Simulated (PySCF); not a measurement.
Ligand exchange on a metal centre used in film growth or etching (Y Cl-NH2). Isolated molecules, 0 K electronic values unless said otherwise. One relaxed conformer stands for each flexible species; it need not be the lowest.

All values below come from TPSSh-D3(BJ)/def2-TZVP // PBE-D3(BJ)/def2-SVP (PySCF). 

```json
[
 {"species": "0 of 3 Cl replaced by NH2 ([Y(Cl)3])", "HOMO (eV)": "-8.39", "coordination number": "3", "LUMO (eV)": "-3.17", "charge on the central atom (Mulliken) (e)": "1.30"},
 {"species": "1 of 3 Cl replaced by NH2 ([Y(Cl)2(NH2)])", "HOMO (eV)": "-6.90", "coordination number": "3", "LUMO (eV)": "-2.49", "charge on the central atom (Mulliken) (e)": "1.34"},
 {"species": "2 of 3 Cl replaced by NH2", "HOMO (eV)": "-6.22", "coordination number": "3", "LUMO (eV)": "-1.88", "charge on the central atom (Mulliken) (e)": "1.39"},
 {"species": "3 of 3 Cl replaced by NH2 ([Y(NH2)3])", "HOMO (eV)": "-5.53", "coordination number": "3", "LUMO (eV)": "-1.33", "charge on the central atom (Mulliken) (e)": "1.44"}
]
```
